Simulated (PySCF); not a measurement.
## Exercise with solution: oscillator strength and radiative lifetime

5,5-difluorocyclopenta-1,3-diene (C5H4F2), SMILES FC1(F)C=CC=C1.

Geometry optimised at PBE0-D3(BJ)/def2-SVP. The values are those of a single conformer.

TDDFT-ωB97X/def2-SVPD (PySCF) puts the first singlet state with f over 0.02 at 4.44 eV (vertical), with the transition dipole (0.000, -0.616, 0.000) in atomic units.

Task: Find the oscillator strength, the wavelength and the radiative lifetime that this transition would have in vacuum if emission retraced absorption.

Result: 
|μ|² = 0.3795 au, so |μ| = 1.57 D. ΔE = 4.44/27.211 = 0.1632 hartree. f = (2/3) ΔE |μ|² = 0.041 (the program prints 0.041).
λ = 1239.84/4.44 = 279 nm; ν = 35811 cm⁻¹.
Einstein's coefficient A = 0.6670 ν² f s⁻¹ (ν in cm⁻¹) = 3.5e7 s⁻¹, so τ = 1/A = 28 ns. This state is S1. The figure is the radiative limit of this one transition; relaxation, internal conversion, crossing to triplets and a medium change what is measured.
